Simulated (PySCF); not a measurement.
## Finite-field polarisability of Zn (zinc, neutral)

[Ar] 3d10 4s2, closed-shell 1S. Computed with PySCF 2.14 in aug-cc-pwCVDZ-PP with ECP10MDF, with a scalar-relativistic core potential. Frozen: 3s2 3p6. Energy changes in a uniform field (μhartree):

```
axis  F (au)        HF       MP2      CCSD   CCSD(T)
   x   0.002  -101.011   -74.346   -80.195   -77.862
   x   0.004  -404.215  -297.493  -320.899  -311.564
```

(1) Derive α along x at CCSD(T) from the two fields.

(2) And the mean polarisability at each level?

A double-zeta set is small for polarisabilities.

Results:

(1) With ΔE = −αF²/2 − γF⁴/24, α = −(16 ΔE(F) − ΔE(2F))/(6F²) = 38.93 bohr³.

(2) HF 50.50, MP2 37.17, CCSD 40.09, CCSD(T) 38.93 bohr³. Reference: 38.67 ± 0.3 bohr³ (recommended; Schwerdtfeger and Nagle, table of static dipole polarizabilities (2023 update)).
